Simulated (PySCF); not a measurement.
# InH₂ + 2 Br₂ → InBr₂ + 2 HBr

Level: PBE0 in the def2-TZVP basis family, computed in PySCF with density fitting; scalar-relativistic core potentials for atoms from Rb on, none lighter, no spin–orbit coupling; open shells unrestricted.

```csv
species,state and structure,E (Eh),ZPE (kJ/mol),H(298 K) − H(0) (kJ/mol),S° (J/(mol K))
InH₂,"doublet, C2v, In–H 1.758 Å (×2); H–In–H 120.7°",-191.26970,23.5,10.3,234.4
Br₂,"singlet, D∞h, Br–Br 2.281 Å",-5147.70672,2.0,9.7,244.8
InBr₂,"doublet, C2v, In–Br 2.505 Å (×2); Br–In–Br 121.4°",-5337.95275,3.1,14.8,336.9
HBr,"singlet, C∞v, H–Br 1.421 Å",-2574.45811,16.0,8.7,198.5
```

Task: What is the electronic reaction energy?

Result: At PBE0/def2-TZVP, ΔE = -487.9 kJ/mol from the differences of the total energies times 2625.5, downhill. 

Task: Add zero-point, thermal and entropy terms for 298.15 K and 1 bar.

Result: ΔZPE = 7.6 and Δ[H(298) − H(0)] = 2.5 kJ/mol give ΔH° = -477.8 kJ/mol. ΔS° = 9.9 J/(mol K), so ΔG° = -477.8 − 298.15 × (0.0099) = -481 kJ/mol.

The structures come from searches over a few start shapes, so lower isomers are not excluded.
